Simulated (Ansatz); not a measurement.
A short molecular-dynamics run on `C[O][InH][CH3]`.

```yaml
crystal:
  periodic: [false, false, false]
  atoms:
    - {symbol: C, position_ang: [-0.586850, 1.768142, 0.411640]}
    - {symbol: O, position_ang: [-0.289352, 1.342097, -0.883216]}
    - {symbol: In, position_ang: [0.326437, -0.502272, -1.336082]}
    - {symbol: C, position_ang: [0.481217, -1.763790, 0.386631]}
    - {symbol: H, position_ang: [-0.454428, 0.989997, 1.180084]}
    - {symbol: H, position_ang: [0.052719, 2.614650, 0.696438]}
    - {symbol: H, position_ang: [-1.628646, 2.110632, 0.475832]}
    - {symbol: H, position_ang: [0.585707, -0.633500, -3.017950]}
    - {symbol: H, position_ang: [0.825602, -2.761576, 0.117472]}
    - {symbol: H, position_ang: [1.181421, -1.323614, 1.098491]}
    - {symbol: H, position_ang: [-0.493827, -1.840756, 0.870660]}
basis:
  gaussian: {orbitals: def2-SVP}
hamiltonian: {xc: {name: BLYP}, dispersion: d4}
md: {timestep: 0.5 fs, n_steps: 30, ensemble: nvt_nose_hoover, temperature: 1000, initial_velocities: maxwell_boltzmann, seed: 417}
```

```sh
$ ansatz run in.yaml --threads 4 --pin off --events-out ev --progress --plain --max-ram 10444MiB
```

```
step  time (fs)  potential energy (eV)  kinetic (eV)  T (K)  conserved (eV)
   0        0.0             -9402.4502        1.1633   1000      -9401.2869
   1        0.5             -9402.4049        1.1189    962      -9401.2860
   2        1.0             -9402.3148        1.0308    886      -9401.2840
   3        1.5             -9402.2099        0.9280    798      -9401.2818
   4        2.0             -9402.1225        0.8420    724      -9401.2806
   5        2.5             -9402.0720        0.7914    680      -9401.2807
   6        3.0             -9402.0565        0.7747    666      -9401.2819
   7        3.5             -9402.0584        0.7753    666      -9401.2832
   8        4.0             -9402.0571        0.7733    665      -9401.2840
   9        4.5             -9402.0398        0.7560    650      -9401.2841
  10        5.0             -9402.0036        0.7203    619      -9401.2837
  11        5.5             -9401.9534        0.6707    577      -9401.2831
  12        6.0             -9401.8970        0.6150    529      -9401.2826
  13        6.5             -9401.8426        0.5610    482      -9401.2822
  14        7.0             -9401.7967        0.5156    443      -9401.2818
  15        7.5             -9401.7655        0.4849    417      -9401.2815
  16        8.0             -9401.7550        0.4749    408      -9401.2811
  17        8.5             -9401.7714        0.4917    423      -9401.2808
  18        9.0             -9401.8184        0.5387    463      -9401.2810
  19        9.5             -9401.8939        0.6137    528      -9401.2816
  20       10.0             -9401.9870        0.7059    607      -9401.2829
  21       10.5             -9402.0787        0.7964    685      -9401.2844
  22       11.0             -9402.1466        0.8634    742      -9401.2856
  23       11.5             -9402.1730        0.8898    765      -9401.2860
  24       12.0             -9402.1524        0.8702    748      -9401.2854
  25       12.5             -9402.0952        0.8149    700      -9401.2838
  26       13.0             -9402.0260        0.7479    643      -9401.2819
  27       13.5             -9401.9737        0.6973    599      -9401.2807
  28       14.0             -9401.9581        0.6819    586      -9401.2807
  29       14.5             -9401.9785        0.7015    603      -9401.2819
  30       15.0             -9402.0165        0.7383    635      -9401.2836
```

Velocities are drawn at the set temperature; a run this short doesn't reach equilibrium.

Frames (Å, forces in eV/Å):

```xyz
11
time=0.0 fs
C    -0.587    1.768    0.412    0.023   -0.043   -0.084
O    -0.289    1.342   -0.883   -0.122    0.596   -0.441
In    0.326   -0.502   -1.336    0.221   -0.542   -0.447
C     0.481   -1.764    0.387    0.007   -0.069    0.103
H    -0.454    0.990    1.180    0.045   -0.350    0.453
H     0.053    2.615    0.696    0.304    0.477    0.215
H    -1.629    2.111    0.476   -0.554    0.219    0.103
H     0.586   -0.633   -3.018    0.038    0.019   -0.329
H     0.826   -2.762    0.117    0.177   -0.504   -0.159
H     1.181   -1.324    1.098    0.353    0.228    0.351
H    -0.494   -1.841    0.871   -0.492   -0.032    0.235
11
time=1.0 fs
C    -0.586    1.776    0.416   -0.121   -2.612   -0.008
O    -0.286    1.334   -0.885   -0.070    1.094   -0.084
In    0.325   -0.502   -1.337    0.315   -0.650   -0.469
C     0.488   -1.759    0.385   -1.140    0.341    0.682
H    -0.473    0.959    1.202   -0.187    0.360   -0.278
H     0.018    2.566    0.758    1.536    1.762    0.427
H    -1.595    2.129    0.454   -1.517    0.434    0.160
H     0.639   -0.672   -3.011   -0.001    0.043   -0.281
H     0.826   -2.741    0.111    0.367   -0.999   -0.218
H     1.158   -1.312    1.114    0.596    0.267    0.370
H    -0.501   -1.837    0.906    0.223   -0.039   -0.301
11
time=2.0 fs
C    -0.585    1.782    0.419   -0.281   -4.096   -0.029
O    -0.282    1.327   -0.887   -0.033    1.570    0.298
In    0.324   -0.502   -1.338    0.427   -0.779   -0.552
C     0.494   -1.754    0.384   -1.775    0.526    1.233
H    -0.494    0.931    1.221   -0.347    0.853   -0.791
H    -0.002    2.535    0.823    2.215    2.334    0.545
H    -1.576    2.152    0.434   -1.974    0.528    0.170
H     0.692   -0.711   -3.007   -0.053    0.074   -0.179
H     0.831   -2.730    0.103    0.437   -1.142   -0.179
H     1.140   -1.297    1.133    0.659    0.192    0.218
H    -0.506   -1.833    0.938    0.725   -0.060   -0.734
11
time=3.0 fs
C    -0.585    1.785    0.423   -0.313   -3.879    0.297
O    -0.278    1.321   -0.889   -0.021    1.979    0.658
In    0.322   -0.501   -1.339    0.554   -0.924   -0.674
C     0.498   -1.749    0.384   -1.849    0.381    1.637
H    -0.517    0.912    1.232   -0.431    1.101   -1.077
H    -0.002    2.524    0.894    1.907    1.751    0.125
H    -1.576    2.180    0.416   -1.624    0.391    0.170
H     0.745   -0.748   -3.004   -0.117    0.113   -0.043
H     0.839   -2.730    0.093    0.361   -0.848   -0.020
H     1.128   -1.281    1.154    0.586    0.028   -0.072
H    -0.504   -1.831    0.964    0.946   -0.094   -1.002
11
time=4.0 fs
C    -0.584    1.784    0.427   -0.392   -2.632    0.861
O    -0.274    1.316   -0.890   -0.035    2.304    0.972
In    0.321   -0.501   -1.340    0.688   -1.075   -0.809
C     0.501   -1.743    0.385   -1.506   -0.001    1.828
H    -0.545    0.903    1.233   -0.444    1.143   -1.165
H     0.016    2.531    0.965    1.033    0.609   -0.712
H    -1.590    2.211    0.399   -0.699    0.067    0.203
H     0.796   -0.785   -3.002   -0.188    0.157    0.101
H     0.851   -2.737    0.083    0.185   -0.273    0.211
H     1.122   -1.265    1.175    0.460   -0.162   -0.405
H    -0.493   -1.829    0.980    0.898   -0.137   -1.087
11
time=5.0 fs
C    -0.584    1.782    0.432   -0.615   -1.261    1.202
O    -0.271    1.312   -0.891   -0.067    2.540    1.228
In    0.320   -0.501   -1.341    0.820   -1.216   -0.931
C     0.503   -1.737    0.388   -0.910   -0.423    1.781
H    -0.577    0.904    1.224   -0.404    0.987   -1.057
H     0.044    2.543    1.029    0.202   -0.362   -1.493
H    -1.611    2.243    0.385    0.302   -0.292    0.266
H     0.846   -0.820   -2.999   -0.262    0.204    0.235
H     0.864   -2.747    0.075   -0.007    0.329    0.433
H     1.120   -1.250    1.191    0.348   -0.316   -0.682
H    -0.474   -1.828    0.986    0.593   -0.190   -0.982
11
time=6.0 fs
C    -0.585    1.778    0.438   -0.855   -0.076    1.089
O    -0.267    1.310   -0.891   -0.104    2.683    1.414
In    0.319   -0.501   -1.343    0.936   -1.330   -1.018
C     0.504   -1.732    0.392   -0.166   -0.733    1.493
H    -0.613    0.915    1.204   -0.339    0.603   -0.722
H     0.074    2.552    1.080   -0.365   -0.954   -1.985
H    -1.630    2.272    0.372    1.051   -0.562    0.333
H     0.893   -0.853   -2.994   -0.332    0.250    0.342
H     0.878   -2.755    0.071   -0.153    0.773    0.586
H     1.122   -1.238    1.201    0.282   -0.397   -0.843
H    -0.449   -1.829    0.982    0.046   -0.256   -0.688
11
time=7.0 fs
C    -0.586    1.775    0.444   -0.962    0.971    0.555
O    -0.263    1.310   -0.890   -0.134    2.731    1.521
In    0.318   -0.502   -1.344    1.028   -1.405   -1.058
C     0.504   -1.727    0.397    0.619   -0.868    1.008
H    -0.652    0.932    1.178   -0.289   -0.031   -0.154
H     0.101    2.552    1.111   -0.695   -1.249   -2.196
H    -1.638    2.296    0.363    1.456   -0.698    0.379
H     0.937   -0.884   -2.985   -0.393    0.291    0.413
H     0.890   -2.754    0.073   -0.224    0.978    0.640
H     1.126   -1.230    1.203    0.264   -0.394   -0.862
H    -0.424   -1.833    0.972   -0.670   -0.329   -0.247
11
time=8.0 fs
C    -0.588    1.772    0.451   -0.860    1.859   -0.207
O    -0.260    1.311   -0.888   -0.148    2.685    1.544
In    0.317   -0.502   -1.345    1.086   -1.429   -1.043
C     0.506   -1.723    0.403    1.228   -0.826    0.470
H    -0.694    0.948    1.150   -0.288   -0.807    0.537
H     0.121    2.540    1.122   -0.853   -1.347   -2.193
H    -1.633    2.314    0.358    1.534   -0.688    0.391
H     0.978   -0.912   -2.973   -0.441    0.326    0.444
H     0.900   -2.745    0.081   -0.207    0.923    0.589
H     1.133   -1.225    1.197    0.288   -0.309   -0.739
H    -0.406   -1.840    0.959   -1.340   -0.388    0.206
11
time=9.0 fs
C    -0.590    1.770    0.458   -0.573    2.268   -0.874
O    -0.256    1.313   -0.886   -0.148    2.553    1.483
In    0.316   -0.502   -1.347    1.107   -1.397   -0.974
C     0.508   -1.720    0.410    1.336   -0.645    0.102
H    -0.739    0.956    1.127   -0.314   -1.394    1.063
H     0.133    2.515    1.112   -0.850   -1.280   -1.999
H    -1.613    2.325    0.356    1.300   -0.523    0.358
H     1.014   -0.937   -2.956   -0.473    0.352    0.433
H     0.908   -2.727    0.094   -0.099    0.608    0.436
H     1.143   -1.224    1.184    0.340   -0.155   -0.493
H    -0.400   -1.850    0.949   -1.627   -0.388    0.466
11
time=10.0 fs
C    -0.593    1.771    0.465   -0.258    1.737   -1.189
O    -0.253    1.318   -0.882   -0.138    2.345    1.343
In    0.315   -0.503   -1.349    1.092   -1.312   -0.857
C     0.511   -1.717    0.416    0.769   -0.373    0.044
H    -0.787    0.952    1.114   -0.263   -1.407    1.126
H     0.137    2.478    1.082   -0.621   -1.000   -1.574
H    -1.581    2.331    0.358    0.744   -0.180    0.274
H     1.046   -0.958   -2.935   -0.486    0.368    0.382
H     0.915   -2.703    0.111    0.092    0.068    0.200
H     1.156   -1.224    1.167    0.396    0.043   -0.169
H    -0.409   -1.864    0.943   -1.327   -0.288    0.421
11
time=11.0 fs
C    -0.597    1.772    0.470   -0.152    0.150   -1.265
O    -0.250    1.323   -0.878   -0.133    2.077    1.145
In    0.315   -0.503   -1.350    1.045   -1.186   -0.699
C     0.515   -1.714    0.423   -0.246   -0.075    0.222
H    -0.837    0.934    1.112   -0.054   -0.811    0.745
H     0.136    2.432    1.038   -0.036   -0.427   -0.845
H    -1.542    2.335    0.362   -0.102    0.340    0.146
H     1.073   -0.976   -2.911   -0.478    0.371    0.293
H     0.923   -2.679    0.131    0.319   -0.576   -0.070
H     1.172   -1.223    1.147    0.419    0.239    0.158
H    -0.430   -1.881    0.940   -0.581   -0.102    0.170
11
time=12.0 fs
C    -0.600    1.774    0.474   -0.471   -2.022   -1.436
O    -0.246    1.330   -0.873   -0.147    1.762    0.911
In    0.314   -0.504   -1.352    0.971   -1.031   -0.506
C     0.519   -1.712    0.430   -1.212    0.128    0.451
H    -0.888    0.909    1.116    0.267    0.032    0.217
H     0.134    2.382    0.986    0.973    0.432    0.171
H    -1.504    2.343    0.368   -1.032    0.935    0.010
H     1.095   -0.991   -2.883   -0.448    0.363    0.171
H     0.934   -2.660    0.149    0.485   -1.085   -0.291
H     1.193   -1.220    1.129    0.353    0.373    0.395
H    -0.458   -1.899    0.939    0.261    0.114   -0.094
11
time=13.0 fs
C    -0.604    1.775    0.477   -1.192   -3.825   -1.712
O    -0.243    1.338   -0.867   -0.191    1.411    0.655
In    0.314   -0.505   -1.354    0.874   -0.861   -0.287
C     0.522   -1.709    0.437   -1.709    0.087    0.589
H    -0.936    0.884    1.123    0.587    0.756   -0.209
H     0.142    2.336    0.936    2.067    1.250    1.160
H    -1.476    2.359    0.374   -1.613    1.349   -0.068
H     1.113   -1.002   -2.855   -0.396    0.341    0.022
H     0.950   -2.651    0.165    0.485   -1.203   -0.382
H     1.217   -1.214    1.115    0.161    0.395    0.481
H    -0.482   -1.915    0.938    0.927    0.300   -0.248
11
time=14.0 fs
C    -0.609    1.772    0.479   -1.719   -4.223   -1.689
O    -0.240    1.347   -0.861   -0.265    1.032    0.377
In    0.313   -0.506   -1.356    0.759   -0.686   -0.051
C     0.523   -1.707    0.444   -1.606   -0.231    0.586
H    -0.978    0.866    1.128    0.825    1.201   -0.462
H     0.169    2.301    0.896    2.360    1.429    1.598
H    -1.463    2.388    0.379   -1.473    1.308   -0.038
H     1.128   -1.009   -2.825   -0.324    0.309   -0.148
H     0.970   -2.654    0.178    0.284   -0.866   -0.329
H     1.242   -1.204    1.105   -0.145    0.303    0.422
H    -0.498   -1.929    0.934    1.305    0.425   -0.265
11
time=15.0 fs
C    -0.615    1.766    0.479   -1.457   -3.066   -1.235
O    -0.238    1.357   -0.855   -0.360    0.643    0.091
In    0.313   -0.507   -1.357    0.631   -0.517    0.191
C     0.523   -1.704    0.453   -1.024   -0.665    0.448
H    -1.013    0.860    1.129    0.947    1.352   -0.558
H     0.218    2.280    0.871    1.389    0.841    1.386
H    -1.463    2.430    0.384   -0.725    0.792    0.070
H     1.139   -1.014   -2.798   -0.237    0.268   -0.327
H     0.993   -2.664    0.187   -0.037   -0.264   -0.193
H     1.266   -1.191    1.100   -0.497    0.140    0.283
H    -0.502   -1.939    0.928    1.370    0.476   -0.155
```

Run time 32 s (4 threads of an Arm Neoverse V2 on a shared host); peak host memory 0.13 GiB.
